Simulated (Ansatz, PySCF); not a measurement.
Gas-phase reaction in SMILES: Nc1[c-]csc1 → Nc1c[c-]sc1
Each molecule is optimised on its own at B3LYP-D3(BJ)/def2-TZVP (Ansatz, a program for electronic structure), one conformer each, not searched for the lowest. Frequencies are from Ansatz or PySCF. Unstable Hartree-Fock reference: Nc1[c-]csc1.

Quantity: isomerisation energy (enthalpy at 298 K, with B3LYP-D3(BJ) rigid-rotor harmonic-oscillator terms), in kcal/mol. Correlated levels leave the core frozen unless marked. Spin-orbit coupling is left out. No relativistic terms. Anions need diffuse functions: aug- sets have them; def2-D sets add few; the other sets have none. CBS marks a two-point X^-3 extrapolation of the correlation energy; Hartree-Fock from the larger set.

```json
[
 {"level": "PBE0/6-31G*", "program": "Ansatz", "isomerisation energy (kcal/mol)": "-4.8"},
 {"level": "CAM-B3LYP/def2-TZVPD", "program": "Ansatz", "isomerisation energy (kcal/mol)": "-4.6"},
 {"level": "B2GP-PLYP-D3(BJ)/def2-TZVPD", "program": "Ansatz + dftd3", "isomerisation energy (kcal/mol)": "-3.9"},
 {"level": "MP2/aug-cc-pV(Q+d)Z", "program": "Ansatz", "isomerisation energy (kcal/mol)": "-3.6"},
 {"level": "SCS-MP2/cc-pV(T+d)Z", "program": "Ansatz", "isomerisation energy (kcal/mol)": "-4.5"},
 {"level": "SCS-MP2/cc-pV(Q+d)Z", "program": "Ansatz", "isomerisation energy (kcal/mol)": "-4.2"},
 {"level": "CCSD(T)/CBS(aug-cc-pV(T+d)Z,aug-cc-pV(Q+d)Z)", "program": "Ansatz", "isomerisation energy (kcal/mol)": "-4.3"}
]
```
